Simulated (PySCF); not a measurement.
SMILES Cl[Si]Cl at its CAM-B3LYP/def2-SVP optimised geometry (Å):

```
3

Si    -0.8348    -1.0224     0.0000
Cl     1.2521    -1.0224     0.0000
Cl    -1.2521     1.0224     0.0000
```

Level of theory: PySCF 2.14.0 with CAM-B3LYP/def2-TZVP. Cells within 0.4 Å of a nucleus heavier than hydrogen are left out (blank, or x).

Map of the electron localisation function on the plane z = 0.0 Å:

```
|00000000000000000000000000000|
|00000000000000000000000000000|
|00000000111100000000000000000|
|00000112233321100000000000000|
|00001234455543210000000000000|
|00013456677765421000000000000|
|00135677888887642000000000000|
|01256788888988752000000000000|
|01467888213898752000000000000|
|02468893xxx488741000000000000|
|02578881xxx188630000011000000|
|02467884xxx487510001333210000|
|01357888424786300135655321000|
|00235677888874101467776532000|
|00012356788763114788888753100|
|00000124553222257888998764100|
|00000124201101578742588864200|
|0000245512xx605884xxx48864210|
|0013578706xxx05881xxx18864210|
|0136899912xx605783xxx38864200|
|02589999711201567731388764200|
|02699999973124457888998753100|
|02699999999874235788888652100|
|01589999999973113678877531000|
|00279999999962002466765421000|
|00048999999851000245543210000|
|00014799998630000122221000000|
|00000257876410000000000000000|
|00000012332100000000000000000|
```
Scale: ten equal steps from 0.000 (start of '0') to 0.998 (end of '9'), in the order '0123456789'; x runs from -3.50 to 3.50, y from -3.50 (bottom) to 3.50 (top).
